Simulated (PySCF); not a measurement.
Spin states of CsCa

Unrestricted PBE0; PySCF, scalar-relativistic core potentials, basis sets Cs def2-SVPD with ECP46, Ca def2-SVPD. Outer shells of the fragments: Cs 6s1; Ca 4s2.

Followed along the bond (rough minima from three points):

| 2Ms+1 | unpaired | ⟨S²⟩ at the start | R at minimum (Å) | Te (eV) |
| --- | --- | --- | --- | --- |
| 2 | σ ↑ | 0.77 | 4.72 | 0.00 |
| 2 | π ↑ | 0.81 | 3.98 | 0.55 |
| 4 | σ ↑↑, π ↑ | 3.75 | 4.34 | 1.47 |
| 2 | δ ↑ | 0.76 | 4.06 | 1.56 |
| 4 | σ ↑, π ↑↑ | 3.75 | 3.68 | 1.83 |

Solutions found at the starting distance of 3.795 Å, counted from the lowest of them; the search is not exhaustive and high or unbound solutions are not listed, so other states can lie among these:

```csv
2Ms+1,unpaired,term,E (eV),⟨S²⟩,⟨Lz²⟩,μ (D)
2,σ ↑,²Σ⁺,0.00,0.77,0.00,-2.73
2,π ↑,²Π,0.30,0.81,1.04,-7.28
4,"σ ↑↑, π ↑",⁴Π,1.31,3.75,1.02,-4.23
2,δ ↑,²Δ,1.33,0.76,4.00,-4.77
4,"σ ↑, π ↑↑",⁴Σ⁻,1.57,3.75,0.00,-6.09
2,"σ ↑↑, π ↓",mixed,1.80,1.75,1.02,-3.23
4,σ ↑↑↑,⁴Σ⁺,2.03,3.75,0.00,-0.80
2,"σ ↑, π ↑↓",mixed,2.06,1.75,2.04,-6.24
4,"σ ↑↑, δ ↑",⁴Δ,2.17,3.75,4.00,-1.96
4,"σ ↑, π ↑↑",mixed,2.30,3.75,2.01,-9.47
2,σ ↑,mixed,2.44,1.05,2.00,-6.83
```

A term symbol is given only where ⟨S²⟩ and ⟨Lz²⟩ are close to those of a pure state; real π, δ and φ orbitals otherwise mix terms. A positive dipole means Cs(−)Ca(+).

Q: Compare the gap between the two lowest followed solutions at the starting distance with the gap between their minima.

A: At PBE0 the second solution (doublet, unpaired electrons π ↑) lies +0.30 eV from the first (doublet, unpaired electrons σ ↑) at 3.795 Å and +0.55 eV at the minima; the two curves relax by different amounts, since their minima lie near 3.98 and 4.72 Å.

Spin–orbit coupling is left out. Counting both spins, an empty level lies below a filled one in some of these solutions, because spin and occupation are held.
